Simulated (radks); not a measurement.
Question: The mean radii <r> (bohr) of the occupied orbitals of an atom or ion are listed with their occupations. Method: Dirac Kohn-Sham, PBE, spin-unpolarised, spherical densities, finite nucleus; Fermi nuclear charge, rms radius of each element as measured or else 0.836 A^(1/3) + 0.57 fm; computed with a radial shooting solver on a logarithmic mesh with Libxc functionals.

orbital  occ.      <r>
1s1/2       2  0.01774
2s1/2       2  0.07427
2p1/2       2  0.06130
2p3/2       4  0.06950
3s1/2       2   0.1934
3p1/2       2   0.1835
3p3/2       4   0.1986
3d3/2       4   0.1734
3d5/2       6   0.1781
4s1/2       2   0.4318
4p1/2       2   0.4357
4p3/2       4   0.4693
4d3/2       4   0.4825
4d5/2       6   0.4938
5s1/2       2    1.007
5p1/2       2    1.100
4f5/2       6   0.5525
4f7/2       8   0.5607
5p3/2       4    1.201
5d3/2     2.4    1.769
6s1/2       2    2.982
5d5/2     3.6    1.854

Name the element and its charge. Open shells, if any, are shared by 2j + 1.

Answer: Z = 76, osmium, charge 0: Os in [Xe] 4f14 5d6 6s2. The 1s radius gives Z: for a bare nucleus <r> = (2 gamma + 1)/(2Z) with gamma = sqrt(1 - (Z/c)^2), 0.01753 bohr for Z = 76, and screening makes it slightly larger (0.01774 here). The occupations add up to 76, and the charge is Z minus that.
